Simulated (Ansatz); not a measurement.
Method: PBE0-D4/def2-TZVP (Ansatz, an electronic-structure program). No frequencies were computed at this level.

Ansatz 0.2 input:
```yaml
crystal:
  periodic: [false, false, false]
  atoms:
    - { symbol: C, position_ang: [-1.529854, 0.641247, 0.052323] }
    - { symbol: C, position_ang: [-0.586685, -0.191603, -0.341664] }
    - { symbol: C, position_ang: [0.674987, -0.452267, 0.433646] }
    - { symbol: C, position_ang: [1.825171, -0.083527, -0.356148] }
    - { symbol: N, position_ang: [2.72265, 0.215426, -0.997084] }
    - { symbol: H, position_ang: [-1.454371, 1.195815, 0.973823] }
    - { symbol: H, position_ang: [-2.421051, 0.802338, -0.528945] }
    - { symbol: H, position_ang: [-0.675064, -0.734117, -1.273307] }
    - { symbol: H, position_ang: [0.757729, -1.517757, 0.674872] }
    - { symbol: H, position_ang: [0.686486, 0.124442, 1.362485] }
basis:
  gaussian: { orbitals: def2-tzvp }
hamiltonian:
  xc: pbe0
  dispersion: d4
relax:
  max_steps: 150
```

Output:

```
Functional definition: PBE0
1095 factors; their error is unknown
mean field evaluation 1: about -5705.5279 eV, gradient 5.9e1 eV
mean field evaluation 2: about -5703.3736 eV, gradient 6.6e1 eV
mean field evaluation 4: about -5713.3081 eV, gradient 3.8e0 eV
mean field evaluation 8: about -5713.3369 eV, gradient 1.2e-1 eV
mean field evaluation 16: about -5713.3345 eV, gradient 3.4e-4 eV
mean field -5713.33454209 eV, -209.9611717846 hartree, gradient 2.0e-5 eV, S^2 0.000000; 0 other end points of the search recorded, 0 dependent functions left out
reference -5713.33456894 eV, -209.9611727712 hartree; 18, 18 occupied and 167, 167 virtual orbitals, 1095 factors
relax step   1: F+E_penalty+E_count = -5713.48008712 eV  Δ(F+E_penalty+E_count) = +0.000e0 eV  max|allowed force component| = 6.724e-1 eV/Å  Δτ_max = 0.0000 Å  (31 SCF iters, accepted)
these checks for a lower state are left out or cut short: starts, cluster_reference, orbital_swaps, neighbouring_geometries, increment
1095 factors; their error is unknown
mean field -5713.34914785 eV, -209.9617085364 hartree, gradient 1.7e-5 eV, S^2 0.000000; 0 other end points of the search recorded, 0 dependent functions left out
reference -5713.34917476 eV, -209.9617095253 hartree; 18, 18 occupied and 167, 167 virtual orbitals, 1095 factors
relax step   2: F+E_penalty+E_count = -5713.49389693 eV  Δ(F+E_penalty+E_count) = -1.381e-2 eV  max|allowed force component| = 2.123e-1 eV/Å  Δτ_max = 0.0394 Å  (31 SCF iters, accepted)
these checks for a lower state are left out or cut short: starts, cluster_reference, orbital_swaps, neighbouring_geometries, increment
1095 factors; their error is unknown
mean field evaluation 32: about -5713.3502 eV, gradient 6.2e-3 eV
mean field -5713.35019150 eV, -209.9617468898 hartree, gradient 1.7e-5 eV, S^2 0.000000; 0 other end points of the search recorded, 0 dependent functions left out
reference -5713.35021843 eV, -209.9617478796 hartree; 18, 18 occupied and 167, 167 virtual orbitals, 1095 factors
relax step   3: F+E_penalty+E_count = -5713.49455752 eV  Δ(F+E_penalty+E_count) = -6.606e-4 eV  max|allowed force component| = 1.058e-1 eV/Å  Δτ_max = 0.0341 Å  (31 SCF iters, accepted)
these checks for a lower state are left out or cut short: starts, cluster_reference, orbital_swaps, neighbouring_geometries, increment
1095 factors; their error is unknown
mean field -5713.35154756 eV, -209.9617967242 hartree, gradient 1.7e-5 eV, S^2 0.000000; 0 other end points of the search recorded, 0 dependent functions left out
reference -5713.35157450 eV, -209.9617977140 hartree; 18, 18 occupied and 167, 167 virtual orbitals, 1095 factors
relax step   4: F+E_penalty+E_count = -5713.49589705 eV  Δ(F+E_penalty+E_count) = -1.340e-3 eV  max|allowed force component| = 4.249e-2 eV/Å  Δτ_max = 0.0122 Å  (34 SCF iters, accepted)
these checks for a lower state are left out or cut short: starts, cluster_reference, orbital_swaps, neighbouring_geometries, increment
1095 factors; their error is unknown
mean field -5713.35171168 eV, -209.9618027554 hartree, gradient 1.7e-5 eV, S^2 0.000000; 0 other end points of the search recorded, 0 dependent functions left out
reference -5713.35173861 eV, -209.9618037451 hartree; 18, 18 occupied and 167, 167 virtual orbitals, 1095 factors
relax step   5: F+E_penalty+E_count = -5713.49607996 eV  Δ(F+E_penalty+E_count) = -1.829e-4 eV  max|allowed force component| = 1.552e-2 eV/Å  Δτ_max = 0.0051 Å  (34 SCF iters, accepted)
these checks for a lower state are left out or cut short: starts, cluster_reference, orbital_swaps, neighbouring_geometries, increment
1095 factors; their error is unknown
mean field -5713.35192304 eV, -209.9618105228 hartree, gradient 1.7e-5 eV, S^2 0.000000; 0 other end points of the search recorded, 0 dependent functions left out
reference -5713.35194998 eV, -209.9618115126 hartree; 18, 18 occupied and 167, 167 virtual orbitals, 1095 factors
relax step   6: F+E_penalty+E_count = -5713.49624053 eV  Δ(F+E_penalty+E_count) = -1.606e-4 eV  max|allowed force component| = 4.615e-2 eV/Å  Δτ_max = 0.0220 Å  (33 SCF iters, accepted)
these checks for a lower state are left out or cut short: starts, cluster_reference, orbital_swaps, neighbouring_geometries, increment
1095 factors; their error is unknown
mean field -5713.35227911 eV, -209.9618236081 hartree, gradient 1.7e-5 eV, S^2 0.000000; 0 other end points of the search recorded, 0 dependent functions left out
reference -5713.35230605 eV, -209.9618245981 hartree; 18, 18 occupied and 167, 167 virtual orbitals, 1095 factors
relax step   7: F+E_penalty+E_count = -5713.49651860 eV  Δ(F+E_penalty+E_count) = -2.781e-4 eV  max|allowed force component| = 1.681e-2 eV/Å  Δτ_max = 0.0153 Å  (33 SCF iters, accepted)
these checks for a lower state are left out or cut short: starts, cluster_reference, orbital_swaps, neighbouring_geometries, increment
1095 factors; their error is unknown
mean field evaluation 64: about -5713.3571 eV, gradient 1.8e-3 eV
mean field -5713.35239311 eV, -209.9618277974 hartree, gradient 1.7e-5 eV, S^2 0.000000; 0 other end points of the search recorded, 0 dependent functions left out
reference -5713.35242005 eV, -209.9618287875 hartree; 18, 18 occupied and 167, 167 virtual orbitals, 1095 factors
relax step   8: F+E_penalty+E_count = -5713.49657000 eV  Δ(F+E_penalty+E_count) = -5.140e-5 eV  max|allowed force component| = 8.977e-3 eV/Å  Δτ_max = 0.0102 Å  (33 SCF iters, accepted)
1095 factors; their error is unknown
mean field evaluation 96: about -5713.3524 eV, gradient 1.9e-5 eV
mean field -5713.35239311 eV, -209.9618277974 hartree, gradient 1.7e-5 eV, S^2 0.000000; 1 other end points of the search recorded, 0 dependent functions left out
reference -5713.35242005 eV, -209.9618287875 hartree; 18, 18 occupied and 167, 167 virtual orbitals, 1095 factors
Total energy: -5713.49659695 eV, -209.9671271907 hartree
Atom 0 at    -1.558621     0.623801     0.070334 Å, force     0.006618    -0.005524     0.000648 eV/Å
Atom 1 at    -0.588840    -0.167231    -0.357310 Å, force    -0.008977     0.005215    -0.000923 eV/Å
Atom 2 at     0.675395    -0.422320     0.411703 Å, force     0.005026     0.000611     0.000392 eV/Å
Atom 3 at     1.867322    -0.104772    -0.364092 Å, force     0.002338    -0.004036     0.003867 eV/Å
Atom 4 at     2.800429     0.141895    -0.987967 Å, force    -0.001306     0.002185    -0.001752 eV/Å
Atom 5 at    -1.486010     1.156451     1.013188 Å, force    -0.000378     0.001037     0.000929 eV/Å
Atom 6 at    -2.462213     0.767777    -0.509184 Å, force    -0.004006     0.001514    -0.001460 eV/Å
Atom 7 at    -0.678700    -0.681900    -1.309498 Å, force     0.002441    -0.001767    -0.000356 eV/Å
Atom 8 at     0.741207    -1.478185     0.698934 Å, force    -0.002079     0.000597    -0.000507 eV/Å
Atom 9 at     0.690030     0.164479     1.333893 Å, force     0.000322     0.000169    -0.000837 eV/Å
Dipole moment:    -0.698186    -0.171181     0.423039 e Å
```

Cost: around 100 core-seconds (rough).
